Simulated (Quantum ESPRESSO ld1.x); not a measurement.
Problem. Ce12+, configuration [Kr] 4d10. Method: non-relativistic Kohn-Sham, LDA (Slater exchange, VWN5 correlation), spin-polarised, spherical densities, point nucleus; relativity is left out, which matters for an element this heavy; computed with ld1.x of Quantum ESPRESSO 7.5. Some entries of the table are withheld. Estimate them.

orbital  occ.  eigenvalue (hartree)  r(max) (bohr)
1s          2              -1413.49        0.01736
2s          2              -225.941        0.09553
2p          6              -214.191        0.07447
3s          2                   (1)         0.2691
3p          6              -49.1485            (2)
3d         10              -39.6294         0.2060
4s          2              -16.3691         0.6181
4p          6              -14.4479         0.6269
4d         10              -11.0528         0.6416
5s          0              -7.15007          1.291
5p          0              -6.44696          1.354

Solution. 
(1) 3s eigenvalue (hartree): -54.2415
(2) 3p r(max) (bohr): 0.2558
